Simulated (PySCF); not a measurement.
Two-component Hartree-Fock for Tl+ (thallium, charge +1)

Start: [Xe] 4f14 5d10 6s2. Calculated with PySCF 2.14 in x2c-TZVPall-2c with one added diffuse shell each of s, p, d, f type (12s12p10d4f, 126 functions): generalised Hartree-Fock with the X2C-1e Hamiltonian and a Gaussian nucleus; one run each with spin-orbit coupling (SO) switched off, then screened by Boettger's factors.

| spinor shell | electrons | ε, spin-free (eV) | ε, screened SO (eV) | weight of nominal j (screened SO) | rms radius, screened SO (bohr) |
| --- | --- | --- | --- | --- | --- |
| 1s1/2 | 2 | -86023.6 | -85987.7 | 1.000 | 0.0184 |
| 2s1/2 | 2 | -15479.8 | -15468.4 | 1.000 | 0.0743 |
| 2p1/2 | 2 | -13331.8 | -14824.3 | 1.000 | 0.0628 |
| 3s1/2 | 2 | -3772.2 | -3768.5 | 1.000 | 0.189 |
| 3p1/2 | 2 | -3144.4 | -3478.9 | 1.000 | 0.181 |
| 3p3/2 | 4 | -3144.4 | -3012.0 | 1.000 | 0.197 |
| 3d3/2 | 4 | -2482.1 | -2539.9 | 1.000 | 0.173 |
| 3d5/2 | 6 | -2482.1 | -2440.7 | 1.000 | 0.178 |
| 4s1/2 | 2 | -886.20 | -885.09 | 1.000 | 0.416 |
| 4p1/2 | 2 | -676.91 | -759.25 | 1.000 | 0.420 |
| 4p3/2 | 4 | -676.91 | -644.15 | 1.000 | 0.454 |
| 4d3/2 | 4 | -425.84 | -438.65 | 1.000 | 0.465 |
| 4d5/2 | 6 | -425.84 | -416.56 | 1.000 | 0.476 |
| 5s1/2 | 2 | -160.19 | -160.06 | 1.000 | 0.942 |
| 4f5/2 | 6 | -146.38 | -148.53 | 1.000 | 0.509 |
| 4f7/2 | 8 | -146.38 | -143.97 | 1.000 | 0.511 |
| 5p1/2 | 2 | -100.65 | -115.69 | 1.000 | 1.02 |
| 5p3/2 | 4 | -100.65 | -94.784 | 1.000 | 1.11 |
| 5d3/2 | 4 | -30.217 | -31.725 | 1.000 | 1.44 |
| 5d5/2 | 6 | -30.217 | -29.223 | 1.000 | 1.50 |
| 6s1/2 | 2 | -18.759 | -18.783 | 1.000 | 2.64 |

Question: Where does 2p3/2 lie, and what is the 2p spin-orbit splitting (screened SO)?

Answer: At -12753.5 eV, 2070.8 eV above 2p1/2.

```json
{"quantity": "E (hartree)", "spin-free": "-20230.07665", "screened SO": "-20264.93272"}
{"quantity": "M_J", "spin-free": "0", "screened SO": "0"}
{"quantity": "⟨J²⟩", "spin-free": "0.000", "screened SO": "0.000"}
{"quantity": "⟨L²⟩", "spin-free": "0.000", "screened SO": "0.193"}
{"quantity": "⟨S²⟩", "spin-free": "0.000", "screened SO": "0.193"}
```

Breit and QED terms are absent; they matter most for the inner s and p1/2 levels.

Densities and radii are taken from the X2C orbitals without a picture-change correction, which distorts them close to the nucleus.

Without spin-orbit coupling the j labels of p, d and f shells carry no meaning; the spin-free column gives the mean over the occupied spinors of each nl shell.
